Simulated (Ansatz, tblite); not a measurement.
Isomers of Li₅Al₃ (singlet), found by a short tight-binding search and relaxed with r2SCAN-D4/def2-SVP in Ansatz.

The xTB rows come from tblite. Correlated methods freeze 15 core orbitals; core or outer-core shells of Li are correlated, in sets that lack core-valence functions.

Run but left out: HF/def2-TZVPP (A: restricted singlet, unstable towards broken spin symmetry).

A: The restricted singlet is unstable towards broken spin symmetry in Hartree–Fock (as tested in another run); at PBE-D4/def2-TZVP, BLYP-D4/def2-TZVP, r2SCAN-D4/def2-TZVP, B97M-V/def2-TZVP and others this wasn't settled. At CCSD(T)/def2-TZVPP the restricted singlet (for correlated methods, its reference) is unstable: a solution with broken spin symmetry lies lower. B: The restricted singlet is unstable towards broken spin symmetry in Hartree–Fock (as tested in another run); at BLYP-D4/def2-TZVP, r2SCAN-D4/def2-TZVP, B97M-V/def2-TZVP, PBE0-D4/def2-TZVP this wasn't settled. At CCSD(T)/def2-TZVPP T1 of the charge 0 singlet is large (up to 0.022), so the single-reference result is doubtful. At CCSD(T)/def2-TZVPP the restricted singlet (for correlated methods, its reference) is unstable: a solution with broken spin symmetry lies lower. C: The restricted singlet is unstable towards broken spin symmetry in Hartree–Fock (as tested in another run); at PBE-D4/def2-TZVP, BLYP-D4/def2-TZVP, r2SCAN-D4/def2-TZVP, B97M-V/def2-TZVP and others this wasn't settled. At CCSD(T)/def2-TZVPP T1 of the charge 0 singlet is large (up to 0.024), so the single-reference result is doubtful. At CCSD(T)/def2-TZVPP the restricted singlet (for correlated methods, its reference) is unstable: a solution with broken spin symmetry lies lower.

Other spin states weren't relaxed.

A:

Cartesian coordinates in Å:
```
Al -1.350 1.214 -0.361
Al -0.780 -0.664 1.549
Al 1.008 0.131 -0.163
Li -3.252 0.295 1.268
Li 3.471 0.181 -0.873
Li 0.535 1.981 -2.092
Li -1.310 -1.434 -1.048
Li 1.677 -1.704 1.721
```

B:

```xyz
8

Al   -0.066    0.891    0.133
Al    1.703   -0.768    0.943
Al   -0.224   -1.616   -0.683
Li   -2.479   -0.380    0.095
Li   -1.020    0.321   -2.369
Li   -1.358    3.083   -0.034
Li    1.830    1.805    1.780
Li    1.615   -3.336    0.136
```

C:

```
atom    x (Å)    y (Å)    z (Å)
 Al1  -0.5044  -1.5659  -1.1178
 Al2  -0.2295   0.5822  -2.3455
 Al3   0.3594   1.1871   0.1099
 Li4   0.4724   0.3846   2.6826
 Li5  -0.4649  -2.6164   1.3918
 Li6   1.8429  -1.0591   0.2900
 Li7   0.5027   3.1360  -1.7054
 Li8  -1.9786  -0.0484   0.6944
```

Question: Estimate their order by electronic energy at PBE0-D4/def2-TZVP, counted from the lowest.

Answer: A (0.00) < B (0.03) < C (0.54), in eV.

Question: Do the other levels pick the same lowest one?

Answer: Not GFN1-xTB, GFN2-xTB, BLYP-D4/def2-TZVP. Energies above each level's lowest (eV):

| level | A | B | C |
| --- | --- | --- | --- |
| GFN1-xTB | 1.02 | 0.65 | 0.00 |
| GFN2-xTB | 0.17 | 0.21 | 0.00 |
| PBE-D4/def2-TZVP | 0.00 | 0.01 | 0.46 |
| BLYP-D4/def2-TZVP | 0.00 | 0.00 | 0.49 |
| r2SCAN-D4/def2-TZVP | 0.00 | 0.01 | 0.56 |
| B97M-V/def2-TZVP | 0.00 | 0.02 | 0.53 |
| PBE0-D4/def2-TZVP | 0.00 | 0.03 | 0.54 |
| MP2/def2-TZVPP | 0.00 | 0.02 | 0.52 |
| CCSD/def2-TZVPP | 0.00 | 0.04 | 0.55 |
| CCSD(T)/def2-TZVPP | 0.00 | 0.03 | 0.47 |
Point groups (tolerance 0.1 Å): A Cs, B not assigned, C not assigned. Lower isomers may exist.
